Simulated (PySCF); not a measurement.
How methods differ on the ionisation energy of Cs²⁷⁺

Cs²⁷⁺ [Ar] 3d10 (1S) → Cs²⁸⁺ [Ar] 3d9 (2D), as a difference of total energies. Computed with PySCF 2.14 in an even-tempered Gaussian basis (19 s from 3.6 bohr⁻², ratio 2.5; 13 p from 4.7 bohr⁻², ratio 2.5; 8 d from 4.7 bohr⁻², ratio 2.5; 4 f from 23 bohr⁻², ratio 2.7; 3 g from 34 bohr⁻², ratio 2.7), with the spin-free X2C one-electron Hamiltonian (Gaussian nucleus). Correlated levels: outer shells: [Ne] frozen; virtual orbitals above 40 to 60 times the deepest correlated orbital energy dropped. The calculations carry no spin-orbit coupling.

```
                method  ionisation energy (eV)
                   UHF                  1599.4
                   LDA                  1599.0
                   PBE                  1598.2
                  PBE0                  1599.1
                r2SCAN                  1599.4
               r2SCAN0                  1599.9
                 M06-L                  1600.7
    MP2 (outer shells)                  1601.1
SCS-MP2 (outer shells)                  1600.8
```

A first-order spin-orbit estimate (lowest level to lowest level, LS coupling) adds -5.960 eV.

Breit and QED terms and the two-electron picture change are absent.

For comparison: 1592 ± 4 eV (theoretical estimate listed by NIST; NIST Atomic Spectra Database, ionization energies).
